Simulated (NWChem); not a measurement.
# CH$_{6}$InN; SMILES [CH3][InH][NH2]

Computed with NWChem. The geometry was optimised at PBE0/def2-SVP. Not confirmed as a minimum by frequencies. def2 effective core potentials on In; no spin-orbit coupling. Gas phase, vertical. One conformer.

PBE/def2-SVPD, TDA puts singlet state 1 at 4.76 eV with oscillator strength 0.052.

Task: Give the wavelength, the transition dipole and the radiative lifetime of that state in vacuum.

Result: 
1. λ = 1239.84/4.76 = 260 nm, or 38390 cm⁻¹.
2. f = (2/3) ΔE μ² in atomic units, so μ = √(1.5 f/ΔE) = 0.67 a.u. = 1.70 D.
3. τ = 1.499 s cm⁻² / (f ν²) = 20 ns, for a non-degenerate state that emits at the vertical energy.
